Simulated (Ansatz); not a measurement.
Relaxation of AlFH$_{3}$Sb (6 atoms, charge 0, multiplicity 1), to a largest force component of 0.015 eV/Å in at most 40 steps.

These are results of Ansatz 0.2.0, RKS LDA/def2-SVP, not measurements.

```xyz
6
Properties=species:S:1:pos:R:3:forces:R:3
F -1.306 -1.690 1.353 1.53 0.82 -2.25
Al -0.344 -1.100 -0.044 -1.37 -0.32 2.02
Sb 1.279 0.947 0.243 -0.20 0.38 0.15
H -0.424 -1.782 -1.476 -0.17 -0.33 0.02
H 0.746 1.680 -1.253 0.00 -0.28 0.21
H 0.092 1.882 1.130 0.21 -0.26 -0.15
```

Where does it end, and by what steps?

It converged. After 6 steps the energy has fallen by 0.283 eV; F1 moved furthest, 0.21 Å.

```json
{"step": "0", "energy less start (eV)": "0.0000", "largest force component (eV/Å)": "2.251", "accepted": "yes"}
{"step": "1", "energy less start (eV)": "-0.1401", "largest force component (eV/Å)": "1.645", "accepted": "yes"}
{"step": "2", "energy less start (eV)": "-0.1772", "largest force component (eV/Å)": "1.571", "accepted": "yes"}
{"step": "3", "energy less start (eV)": "-0.2582", "largest force component (eV/Å)": "0.752", "accepted": "yes"}
{"step": "4", "energy less start (eV)": "-0.2804", "largest force component (eV/Å)": "0.189", "accepted": "yes"}
{"step": "5", "energy less start (eV)": "-0.2818", "largest force component (eV/Å)": "0.063", "accepted": "yes"}
{"step": "6", "energy less start (eV)": "-0.2830", "largest force component (eV/Å)": "0.009", "accepted": "yes"}
```

```xyz
6
Properties=species:S:1:pos:R:3
F -1.152 -1.587 1.248
Al -0.309 -1.013 -0.072
Sb 1.312 0.999 0.328
H -0.562 -1.818 -1.431
H 0.780 1.578 -1.213
H -0.026 1.777 1.094
```

Whether the end is a true minimum wasn't checked by a vibrational analysis.

Time of the run: 12 s on 1 CPU thread of a shared host.
